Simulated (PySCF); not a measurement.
Calculated NMR parameters of C#C[Si@@H]1C[C@H](C2CC2)[C@@H]1F

* Formula: C8H11FSi
* SMILES: C#C[Si@@H]1C[C@H](C2CC2)[C@@H]1F
* InChI: InChI=1S/C8H11FSi/c1-2-10-5-7(8(10)9)6-3-4-6/h1,6-8,10H,3-5H2/t7-,8-,10-/m1/s1
* Point group of the computed structure: C1
* Degrees of unsaturation: 4
* Carbon signals: 8
* Proton signals: 11

Molfile (atoms numbered from 1):
```
C8H11FSi
     RDKit          3D

 21 22  0  0  0  0  0  0  0  0999 V2000
    4.3390   -0.0411   -0.8300 C   0  0  0  0  0  0  0  0  0  0  0  0
    3.4233   -0.2630   -0.0827 C   0  0  0  0  0  0  0  0  0  0  0  0
    1.9961   -0.5654    1.0423 Si  0  0  2  0  0  4  0  0  0  0  0  0
    0.4435   -1.3695    0.2694 C   0  0  0  0  0  0  0  0  0  0  0  0
   -0.4329   -0.1454    0.6378 C   0  0  2  0  0  0  0  0  0  0  0  0
   -1.3130    0.3398   -0.4811 C   0  0  0  0  0  0  0  0  0  0  0  0
   -2.5743    1.0911   -0.1779 C   0  0  0  0  0  0  0  0  0  0  0  0
   -2.6461   -0.3069   -0.7115 C   0  0  0  0  0  0  0  0  0  0  0  0
    0.6753    0.8499    1.0665 C   0  0  2  0  0  0  0  0  0  0  0  0
    0.8988    1.8305    0.1141 F   0  0  0  0  0  0  0  0  0  0  0  0
    5.1427    0.1511   -1.4814 H   0  0  0  0  0  0  0  0  0  0  0  0
    2.4209   -1.0326    2.3628 H   0  0  0  0  0  0  0  0  0  0  0  0
    0.5103   -1.4937   -0.8107 H   0  0  0  0  0  0  0  0  0  0  0  0
    0.0788   -2.3072    0.6820 H   0  0  0  0  0  0  0  0  0  0  0  0
   -1.0473   -0.3740    1.5125 H   0  0  0  0  0  0  0  0  0  0  0  0
   -0.7581    0.6495   -1.3587 H   0  0  0  0  0  0  0  0  0  0  0  0
   -2.8326    1.2525    0.8583 H   0  0  0  0  0  0  0  0  0  0  0  0
   -2.8543    1.9079   -0.8252 H   0  0  0  0  0  0  0  0  0  0  0  0
   -2.9785   -0.4561   -1.7275 H   0  0  0  0  0  0  0  0  0  0  0  0
   -2.9527   -1.0932   -0.0377 H   0  0  0  0  0  0  0  0  0  0  0  0
    0.4522    1.3927    1.9888 H   0  0  0  0  0  0  0  0  0  0  0  0
  1  2  3  0
  2  3  1  0
  3  4  1  0
  4  5  1  0
  5  6  1  0
  6  7  1  0
  7  8  1  0
  5  9  1  0
  9 10  1  0
  9  3  1  0
  8  6  1  0
  1 11  1  0
  3 12  1  1
  4 13  1  0
  4 14  1  0
  5 15  1  1
  6 16  1  0
  7 17  1  0
  7 18  1  0
  8 19  1  0
  8 20  1  0
  9 21  1  1
M  END
```

Calculated, not measured (PySCF 2.14): PBE0/pcSseg-1 with gauge-including orbitals, coordinates at the GFN2-xTB level. Single conformer, gas phase, non-relativistic.

Shifts are taken against calculated references (same method and geometry level): TMS for ¹H and ¹³C and ²⁹Si; ¹⁹F vs CFCl3.

| carbon | δC, type | δH (multiplicity) | HMBC from (2–3 bonds) | span of the C tensor (ppm) |
| --- | --- | --- | --- | --- |
| C1 | 107.9, CH | 2.19 (d) | H12 | 248 |
| C2 | 85.5, C | – | H21, H12, H11, H13, H14 | 285 |
| C4 | 21.9, CH2 | H13 1.79 (m); H14 1.77 (m) | H21, H12, H15, H16 | 51 |
| C5 | 50.0, CH | 1.43 (m) | H21, H12, H13, H14, H16, H18, H19, H17, H20 | 39 |
| C6 | 16.6, CH | 1.29 (m) | H21, H13, H14, H15, H18, H19, H17, H20 | 73 |
| C7 | 7.2, CH2 | H17 0.12 (m); H18 0.62 (m) | H15, H16, H19, H20 | 63 |
| C8 | 5.2, CH2 | H19 0.56 (m); H20 0.07 (m) | H15, H16, H18, H17 | 64 |
| C9 | 95.7, CH | 5.28 (m) | H12, H13, H14, H15, H16 | 82 |

Other nuclei:
```json
{"atoms": "H12", "nucleus": "¹H", "environment": "hydrogen on a silicon bonded to 3 C, in a 4-membered ring", "δ (ppm)": "4.94", "σ (ppm)": "26.77"}
{"atoms": "F10", "nucleus": "¹⁹F", "environment": "fluorine on an sp3 carbon", "δ (ppm)": "-261.2", "σ (ppm)": "432.1"}
{"atoms": "Si3", "nucleus": "²⁹Si", "environment": "silicon bonded to 3 C, H, in a 4-membered ring", "δ (ppm)": "-45.3", "σ (ppm)": "394.5"}
```

Carbon types of the structure: 1 × C, 4 × CH, 3 × CH2, leaving 1 H on heteroatoms. δC 107.9: terminal alkyne carbon. δC 95.7: sp3 CH bonded to F and Si; pulled downfield by the heteroatom. δC 85.5: alkyne carbon; sp carbons lie upfield of alkene carbons because the cylindrical π system leaves one tensor component strongly shielded. δC 16.6, 7.2, 5.2: three-membered-ring carbon; carbons of three-membered rings are unusually shielded. δH 1.29, 0.62, 0.56, 0.12, 0.07: hydrogen on a three-membered-ring carbon; cyclopropane-type protons are shielded by the ring.

Splittings by ¹⁹F in the carbon and heteronuclear signals aren't shown, as no couplings were computed. Shifts are as computed. Against solution values, carbons near 30 ppm lie about +3 ppm off and those near 130 ppm about +5 ppm. Of 1309 compounds with measured shifts, 239 miss one by over three times the rms of a fit or turn the order of signals round; such compounds aren't used in these exercises. Unscaled 19F shifts against computed CFCl3 carry errors that often reach 10 to 50 ppm. No couplings were computed; multiplicities are counted from neighbouring protons, with m where these are inequivalent, close in shift, in a saturated or five-membered ring or joined by F or P, and br s for small geminal =CH2 splittings.
